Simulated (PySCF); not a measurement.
## Relaxation of singlet VO2I

All numbers come from PBE in PySCF with V def2-SVP, O def2-SVP, I def2-SVP with ECP28; scalar-relativistic core potentials, no spin–orbit coupling; density-fitted integrals. A (50,194) grid was used.

A hand-made trigonal pyramidal start, of Cs symmetry, held to at least that symmetry:

```xyz
4
charge 0 multiplicity 1, angstrom
V    -1.3120    0.0000   -0.8790
O    -2.0581    1.2923   -0.0856
O    -2.0581   -1.2923   -0.0856
I     1.0455    0.0000    0.3745
```

Task: What forces act on the atoms at the start (eV/Å)?

Result: 
```json
{"atom": "V1", "Fx": "-3.31", "Fy": "0.00", "Fz": "6.31"}
{"atom": "O2", "Fx": "1.99", "Fy": "-2.86", "Fz": "-2.77"}
{"atom": "O3", "Fx": "1.99", "Fy": "2.86", "Fz": "-2.77"}
{"atom": "I4", "Fx": "-0.67", "Fy": "0.00", "Fz": "-0.76"}
```

Task: What does it relax to?

Result: It ends at Cs with V–I 2.556 Å, V–O 1.582 Å (×2); I–V–O 115.6° (×2), O–V–O 108.6° (after a last refinement on a finer grid). A frequency run shows a minimum. Other isomers or separated fragments may lie lower.

Task: How much energy is released, and in how many steps?

Result: 88.2 kJ/mol in 7 steps.
